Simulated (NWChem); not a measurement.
The numbers come from NWChem runs, not from measurements. System: C6H4Cl, charge 0, spin multiplicity 2, displaced from the optimised geometry. The structure started from a generated list of species. Its SCF solution wasn't tested for a lower state.

Input file:

```
start mol
memory heap 200 mb stack 900 mb global 1100 mb
geometry units angstroms nocenter noautoz
  Cl     0.617590     2.229577     0.000000
  C      0.163845     0.523975     0.000000
  C      1.128993    -0.494716     0.000000
  C      0.853810    -1.869404     0.000000
  C     -0.523933    -2.252185     0.000000
  C     -1.539091    -1.253780     0.000000
  C     -1.209014     0.130379     0.000000
  H      1.665647    -2.634088     0.000000
  H     -0.798816    -3.332634     0.000000
  H     -2.611863    -1.555395     0.000000
  H     -2.001670     0.913692     0.000000
  symmetry group Cs
end
basis spherical
  * library def2-svp
end
dft
  xc becke88 perdew86
  odft
  mult 2
  semidirect memsize 60000000 filesize 0
  iterations 100
  vectors input hcore
end
task dft gradient
```

The output up to the point where the run's verdict is printed (cleaned and shortened):

```
             Northwest Computational Chemistry Package (NWChem) 7.3.0
             --------------------------------------------------------

                                NWChem Input Module
                                -------------------

 Scaling coordinates for geometry "geometry" by  1.889725989
 (inverse scale =  0.529177249)

 Turning off AUTOSYM since
 SYMMETRY directive was detected!

                             Geometry "geometry" -> ""
                             -------------------------

 Output coordinates in angstroms (scale by  1.889725989 to convert to a.u.)

  No.       Tag          Charge          X              Y              Z
 ---- ---------------- ---------- -------------- -------------- --------------
    1 Cl                  17.0000     0.61759000     2.22957700     0.00000000
    2 C                    6.0000     0.16384500     0.52397500     0.00000000
    3 C                    6.0000     1.12899300    -0.49471600     0.00000000
    4 C                    6.0000     0.85381000    -1.86940400     0.00000000
    5 C                    6.0000    -0.52393300    -2.25218500     0.00000000
    6 C                    6.0000    -1.53909100    -1.25378000     0.00000000
    7 C                    6.0000    -1.20901400     0.13037900     0.00000000
    8 H                    1.0000     1.66564700    -2.63408800     0.00000000
    9 H                    1.0000    -0.79881600    -3.33263400     0.00000000
   10 H                    1.0000    -2.61186300    -1.55539500     0.00000000
   11 H                    1.0000    -2.00167000     0.91369200     0.00000000

 Effective nuclear repulsion energy (a.u.)     297.3918437548

            Nuclear Dipole moment (a.u.)
            ----------------------------
        X                 Y               Z
 ---------------- ---------------- ----------------
    -0.0000226767    -0.0000037795     0.0000000000

      Symmetry information
      --------------------

 Group name             Cs
 Group number              2
 Group order               2
 No. of unique centers    11

      Symmetry unique atoms
[...]
 d= 0,ls=0.5,diis    75   -690.7120098858 -2.17D-05  4.38D-05  4.67D-05    63.7
                                                     2.00D-05  8.13D-05
 d= 0,ls=0.5,diis    76   -690.7120347680 -2.49D-05  7.06D-05  3.26D-05    64.4
                                                     9.00D-05  5.59D-05
 d= 0,ls=0.5,diis    77   -690.7120749209 -4.02D-05  4.89D-05  1.42D-05    65.1
                                                     3.42D-05  1.40D-05
 d= 0,ls=0.5,diis    78   -690.7120848118 -9.89D-06  4.77D-05  2.23D-05    65.8
                                                     2.35D-05  2.18D-05
 d= 0,ls=0.5,diis    79   -690.7120926077 -7.80D-06  5.02D-05  3.07D-05    66.4
                                                     2.82D-05  3.22D-05
 d= 0,ls=0.5,diis    80   -690.7120922353  3.72D-07  4.75D-05  5.03D-05    67.1
                                                     2.68D-05  6.13D-05
 d= 0,ls=0.5,diis    81   -690.7121252280 -3.30D-05  4.49D-05  1.80D-05    67.8
                                                     1.14D-05  1.29D-05
 d= 0,ls=0.5,diis    82   -690.7121419921 -1.68D-05  4.47D-05  1.02D-05    68.5
                                                     4.77D-06  3.27D-06
 d= 0,ls=0.5,diis    83   -690.7121553772 -1.34D-05  4.58D-05  7.65D-06    69.2
                                                     8.24D-06  8.31D-07
 d= 0,ls=0.5,diis    84   -690.7121673831 -1.20D-05  4.79D-05  8.22D-06    69.9
                                                     1.97D-05  1.51D-06
 d= 0,ls=0.5,diis    85   -690.7121767613 -9.38D-06  4.75D-05  1.38D-05    70.6
                                                     1.76D-05  8.62D-06
 d= 0,ls=0.5,diis    86   -690.7121853085 -8.55D-06  4.67D-05  1.97D-05    71.3
                                                     1.28D-05  1.69D-05
 d= 0,ls=0.5,diis    87   -690.7121954562 -1.01D-05  4.92D-05  2.29D-05    72.0
                                                     2.41D-05  2.13D-05
 d= 0,ls=0.5,diis    88   -690.7121971002 -1.64D-06  4.65D-05  3.88D-05    72.8
                                                     9.48D-06  4.50D-05
 d= 0,ls=0.5,diis    89   -690.7122101269 -1.30D-05  5.10D-05  3.72D-05    73.5
                                                     2.85D-05  4.18D-05
 d= 0,ls=0.5,diis    90   -690.7122040924  6.03D-06  4.72D-05  6.34D-05    74.2
                                                     9.52D-06  8.29D-05
 d= 0,ls=0.5,diis    91   -690.7122188055 -1.47D-05  4.68D-05  5.89D-05    74.9
                                                     6.74D-06  7.54D-05
 d= 0,ls=0.5,diis    92   -690.7122324053 -1.36D-05  4.82D-05  5.65D-05    75.6
                                                     4.19D-05  7.14D-05
 d= 0,ls=0.5,diis    93   -690.7122739049 -4.15D-05  4.32D-05  1.27D-05    76.4
                                                     2.73D-05  7.12D-06
 d= 0,ls=0.5,diis    94   -690.7122884557 -1.46D-05  4.45D-05  6.04D-06    77.1
                                                     1.00D-05  2.13D-06
 d= 0,ls=0.5,diis    95   -690.7123003011 -1.18D-05  4.92D-05  5.52D-06    77.8
                                                     2.91D-05  4.34D-07
 d= 0,ls=0.5,diis    96   -690.7123096317 -9.33D-06  4.62D-05  1.11D-05    78.5
                                                     1.97D-05  6.25D-06
 d= 0,ls=0.5,diis    97   -690.7123171647 -7.53D-06  6.78D-05  1.76D-05    79.2
                                                     8.20D-05  1.51D-05
 d= 0,ls=0.5,diis    98   -690.7122581510  5.90D-05  4.79D-05  1.21D-04    80.0
                                                     2.39D-05  1.78D-04
 d= 0,ls=0.5,diis    99   -690.7122666901 -8.54D-06  4.77D-05  1.22D-04    80.7
                                                     2.01D-05  1.74D-04
 d= 0,ls=0.5,diis   100   -690.7122625380  4.15D-06  5.23D-05  1.42D-04    81.4
                                                     5.26D-05  2.03D-04
```

Convergence was not reached. The next line reads: Calculation failed to converge. NWChem stopped with the message: dft gradient failed.
